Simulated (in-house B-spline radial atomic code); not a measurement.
**W⁵⁺: [Xe] 4f14 9s1 (an excited or competing configuration)**

Level of theory: Dirac-Hartree-Fock, average of configuration, Fermi nucleus of rms radius 5.3658 fm; calculated with a B-spline radial code for spherical atoms.

Z_r = [3n² - l(l+1)]/(2<r>); Z_e = n√(-2ε); the last column is Slater's effective charge. Values are occupation-weighted means over j. An effective charge above Z reflects the relativistic contraction of the inner shells.

| shell | electrons | ε (eV) | <r> (bohr) | Z_r | Z_e | Slater |
| --- | --- | --- | --- | --- | --- | --- |
| 1s | 2 | -70041 | 0.01835 | 81.76 | 71.75 | 73.70 |
| 2s | 2 | -12286 | 0.0769 | 78.03 | 60.10 | 69.85 |
| 2p | 6 | -10822 | 0.06901 | 72.46 | 56.41 | 69.85 |
| 3s | 2 | -2947.1 | 0.2001 | 67.47 | 44.15 | 62.75 |
| 3p | 6 | -2500.4 | 0.2001 | 62.47 | 40.67 | 62.75 |
| 3d | 10 | -1950.5 | 0.1824 | 57.56 | 35.92 | 52.85 |
| 4s | 2 | -698.02 | 0.4498 | 53.36 | 28.65 | 46.25 |
| 4p | 6 | -547.53 | 0.4766 | 48.26 | 25.37 | 46.25 |
| 4d | 10 | -345.23 | 0.512 | 41.02 | 20.15 | 34.85 |
| 5s | 2 | -164.28 | 1.059 | 35.40 | 17.37 | 16.35 |
| 4f | 14 | -122.48 | 0.592 | 30.41 | 12.00 | 23.45 |
| 5p | 6 | -121.43 | 1.196 | 30.51 | 14.94 | 16.35 |
| 9s | 1 | -13.248 | 9.289 | 13.08 | 8.88 | 6.00 |

The least bound orbital is 9s1/2 at -13.25 eV, and it is also the most diffuse (<r> = 9.289 bohr).

Spin-orbit splittings of the orbital energies (j = l + 1/2 above j = l - 1/2 when positive): 2p 1356 eV, 3p 297.7 eV, 3d 64.08 eV, 4p 69.65 eV, 4d 13.06 eV, 4f 2.413 eV, 5p 11.24 eV.

For the 1s electron the small component carries 7.79 % of the norm, the zero-frequency Breit interaction raises the level by 243.3 eV, self-energy by 152 eV, and vacuum polarisation lowers it by 28.76 eV.
